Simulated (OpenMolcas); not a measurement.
**Co: Racah parameters, worked from levels**

- Program: OpenMolcas 26.06
- Basis: ANO-L-VTZP [6s5p3d2f1g]
- Scalar Hamiltonian: non-relativistic, point nucleus
- Active space: 7 electrons in 5 orbitals (3d)
- State averaging: 2S+1 = 4 even, 10 roots; 2S+1 = 2 even, 40 roots (35 in the spin-orbit step)
- Spin-orbit coupling: state interaction with AMFI integrals over the reference wave functions, term energies averaged over their components

Methods: CASSCF; SS-CASPT2, IPEA 0.25 Eh, imaginary shift 0.1 Eh (closed shells correlated: 3s 3p 4s).

**Racah parameters.** Above 4F, d7 has 4P at 15B, 2G at 4B + 3C and 2H at 9B + 3C. The first two fix B and C, and the third tests them; where it misses by thousands of cm-1, two parameters do not describe the configuration (Trees and configuration-interaction terms are left out) and B and C hang on the terms chosen. Term energies are centres of gravity, weighted by 2J + 1.

```
   Source     4P     2G     B     C   C/B  2H from B, C  2H found
   CASSCF  18381  18466  1225  4521  3.69         24588     24663
SS-CASPT2  14702  15666   980  3915  3.99         20565     21327
```

Energies in cm-1. From CASSCF to SS-CASPT2, B changes by -20.0 % and C by -13.4 %.

CASPT2 does not keep the components of a term degenerate, so their means are used; among the terms shown or strongly mixed into the levels shown the widest spread is 1000 cm-1 (3d7 4s2 2H, SS-CASPT2). Some high roots are left out of the spin-orbit mixing, which shifts the levels that they would mix with. With the s shell closed, the reference lacks s² → p², s² → d² and s → d mixing, so excited terms can stand far too high and out of order, with CASPT2 too. Without dynamic correlation excited terms often stand tens of per cent too high (terms of higher spin than the ground term too low), and those without a measured partner can miss by more than the paired ones (holds for CASSCF). Levels of configurations outside the active space are missing.
